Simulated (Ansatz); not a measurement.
Consider the homolysis of the C–Cl bond: `FC(Cl)(Cl)I` → `F[C](Cl)I`• + Cl•.

Calculated with Ansatz (gas phase, PBE0-D4/def2-TZVP geometries, no zero-point term in ΔE). CCSD(T)/CBS adds triple-zeta CCSD(T) − MP2 to the extrapolated MP2 energy (def2 sets, frozen cores). This one scheme is used for every species, atoms too. DFT in def2-TZVPP. No spin–orbit coupling; open shells (•) take unrestricted orbitals. Spin–orbit coupling would lower the free atoms: a little for Cl. Elements past krypton have def2 core potentials. Bonds to I are less sure, by a few kJ/mol each and by 10 to 20 or more in all where they break to atoms, as the def2 sets lack core-valence functions.

CCSD(T)/CBS gives +76.8 kcal/mol.

(1) Another level gave +65.5 kcal/mol. Which?
A. MP2/def2-TZVPP
B. BLYP/def2-TZVPP
C. PBE-QIDH/def2-TZVPP
D. r2SCAN/def2-TZVPP

Largest T1 diagnostic among the species: 0.015.

## Answers

(1) B. BLYP 65.5, MP2/def2-TZVPP 79.9, r2SCAN 71.1, PBE-QIDH 74.0 kcal/mol.

From PBE to PBE0 (25 % exact exchange), in def2-TZVPP and without D4, ΔE moves by −2.3 kcal/mol: exact exchange takes away binding that semilocal exchange gives to molecules. At CCSD(T), def2-SVP lies −9.4 kcal/mol from the extrapolated value and def2-TZVPP −4.9 kcal/mol: correlation converges slowly with the basis, and small sets miss more of it in the bonded molecule than in its fragments. In def2-TZVPP, CCSD(T) changes the Hartree–Fock value by +33.3 kcal/mol (the triples alone add +3.8 kcal/mol) and MP2 by +41.3 kcal/mol; breaking electron pairs costs correlation energy, which Hartree–Fock lacks.

CCSD(T)/CBS has its own doubt, a few kJ/mol and more with outer-core shells, so smaller differences from it don't rank the levels.
